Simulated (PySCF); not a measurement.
Cd(Br)(SMe) (CH3BrCdS), SMILES C[S][Cd][Br].

Coordinates come from a B3LYP-D3(BJ)/def2-SVP optimisation. The structure was generated by enumeration; whether it is a known compound was not checked. The def2 effective core potentials stand for the cores of Cd; spin–orbit coupling is left out. Other conformers were not sampled.

Two levels are set side by side: PBE/def2-TZVP (PySCF) and r2SCAN/def2-TZVP (PySCF). Same geometry, gas phase. Differences are taken from unrounded values.

```csv
quantity,r2SCAN
orbital gap (eV),3.55
highest occupied level (eV),-6.03
lowest empty level (eV),-2.47
dipole moment (D),2.33
mean polarisability (bohr³),86.3
```

**Question.** What does PBE give, and how far is it from r2SCAN? (The exact figures need the calculation; the answer reports its results.)

**Answer.** 
| quantity | PBE | PBE minus r2SCAN |
|---|---|---|
| orbital gap (eV) | 3.12 | -0.43 |
| highest occupied level (eV) | -5.79 | 0.24 |
| lowest empty level (eV) | -2.67 | -0.20 |
| dipole moment (D) | 2.26 | -0.06 |
| mean polarisability (bohr³) | 89.2 | 2.8 |

Rough cost on one machine, each run with all the roots and properties that it gave: r2SCAN against PBE about 3 times.
